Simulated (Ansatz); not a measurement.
Reactions of CH₅BInN (`[InH2][B]1CN1`).

Program: Ansatz. Geometries: PBE0-D4/def2-TZVP. ΔE: electronic, gas phase. CBS: MP2 limit from def2 TZ/QZ plus the TZ coupled-cluster correction, frozen cores. This one scheme is used for every species. Functionals use def2-TZVPP. B3LYP here is the variant with VWN-RPA as its local correlation; programs differ in this. Elements past krypton have def2 core potentials. For In, Se outer-core shells are correlated without core-valence functions, which leaves a few kJ/mol of doubt a bond. Scalar relativity is left out up to krypton.

| reaction | HF/CBS(def2) (kJ/mol) | B2PLYP (kJ/mol) | B3LYP-D4 (kJ/mol) | CCSD(T)/CBS(def2) (kJ/mol) |
| --- | --- | --- | --- | --- |
| `[InH2][B]1CN1` + SiH₄ → `[SiH3]B1CN1` + `[InH3]` | 12 | 16 | 11 | 18 |
| `[InH2][B]1CN1` + CH₃NH₂ → `C[NH][InH2]` + `B1CN1` | -9 | -15 | -14 | -15 |
| `[InH2][B]1CN1` + HCl → `[Cl][InH2]` + `B1CN1` | -150 | -127 | -127 | -122 |
| `[InH2][B]1CN1` + `C[SeH]` → `C[Se][InH2]` + `B1CN1` | -114 | -108 | -110 | -109 |

Largest T1 diagnostic: 0.016, for `C[NH][InH2]`.
